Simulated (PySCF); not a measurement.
Field gradients at the hydrogen positions

C₇H₉P₂Si (charge -1).
Structure used (GFN2-xTB), in Å, numbered top down from 1:
```
atom  x, y, z in Å
C1     4.0968   -0.5308   -0.3444
C2     3.1415   -0.1962    0.5242
C3     1.7348   -0.1219    0.2417
P4     0.6219    0.3071    1.5208
C5    -0.8124    0.1992    0.5087
C6    -2.1322    0.4479    1.0286
C7    -2.4255    0.8319    2.2708
C8    -0.6076   -0.1520   -0.8304
Si9   -1.9570   -0.2979   -2.1071
P10    1.0394   -0.4427   -1.3389
H11    5.1405   -0.5658   -0.0701
H12    3.8493   -0.7805   -1.3643
H13    3.4158    0.0500    1.5479
H14   -2.9418    0.2999    0.3175
H15   -1.6444    0.9901    2.9974
H16   -3.4410    0.9950    2.5990
H17   -1.3965   -0.6363   -3.4200
H18   -2.7285    0.9497   -2.2893
H19   -2.9628   -1.3374   -1.7997
```

Level: PBE0/pcSseg-1 (PySCF, non-relativistic); Q(2H) = 0.00286 b; rigid geometry, the same for H and D, with no vibrational averaging.

Question: Rank these positions by the coupling χzz of a deuteron there, largest first.
A. H17 (Si–H hydrogen)
B. H13 (vinylic hydrogen)
C. H12 (vinylic hydrogen)
D. H16 (vinylic hydrogen)
E. H19 (Si–H hydrogen)

Answer: D (229 kHz), C (225 kHz), B (212 kHz), A (111 kHz), E (105 kHz).

What are Vzz, η and χzz (234.96 MHz × Q × Vzz) at all hydrogens?

```csv
atom,bonded to,bond length (Å),Vzz (au),η,χzz (kHz)
H11,C1,1.080,0.3419,0.07,230
H12,C1,1.079,0.3353,0.08,225
H13,C2,1.088,0.3153,0.06,212
H14,C6,1.088,0.3158,0.09,212
H15,C7,1.079,0.3350,0.08,225
H16,C7,1.080,0.3413,0.07,229
H17,Si9,1.467,0.1646,0.00,111
H18,Si9,1.478,0.1572,0.02,106
H19,Si9,1.479,0.1568,0.02,105
```

Average by the element that carries the hydrogen.

on C: 222 kHz over 6 positions, mean bond length 1.082 Å; on Si: 107 kHz over 3 positions, mean bond length 1.475 Å.

A static deuteron (I = 1) shows a doublet split by (3/2)χ, (3/4)χ(1 + η) and (3/4)χ(1 − η) with the field along z, y and x of the gradient. What are these for H19?

With |χ| = 105.4 kHz and η = 0.017: 158, 80 and 78 kHz, to first order and without motion.

Isolated species at its GFN2-xTB geometry (one conformer only). The pcSseg-1 basis has no diffuse functions, a weakness for an anion. GFN2-xTB bond lengths can be off by several hundredths of an ångström, more for odd bonds, and the gradients follow them. A larger basis could move these couplings by a tenth or more.
